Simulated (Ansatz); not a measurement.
# BF2H3SSi: structure from calculated spectroscopic constants

These gas-phase data were calculated for one isomer of BF2H3SSi at B3LYP-D3(BJ)/def2-SVP (harmonic, unscaled wavenumbers; equilibrium rotational constants with average atomic masses):

```
rotational constants            : 5.844, 1.93, 1.476 GHz
all wavenumbers above 1500 cm⁻¹ : 2261, 2257, 2246
```

Candidates:

(1) `BS[SiH](F)F`, a singlet
(2) `FB(F)S[SiH3]`, a singlet
(3) `FBS[SiH2]F`, a singlet

**Question.** Which structure fits?

**Answer.** Candidate (2). No mode falls between 2350 and 2900 cm⁻¹, where the B–H stretch of (1), (3) would stand.

The same quantities for all candidates:

```tsv
	rotational constants (GHz)	wavenumbers above 1500 cm⁻¹	E above the lowest, B3LYP-D3(BJ)/def2-SVP (kcal/mol)
(1)	5.244, 2.178, 1.742	2708, 2592, 2327	11.9
(2)	5.844, 1.93, 1.476	2261, 2257, 2246	0.0
(3)	6.206, 1.853, 1.452	2664, 2284, 2270	9.4
```

Each candidate is one conformer. Programs: Ansatz 0.2.0.
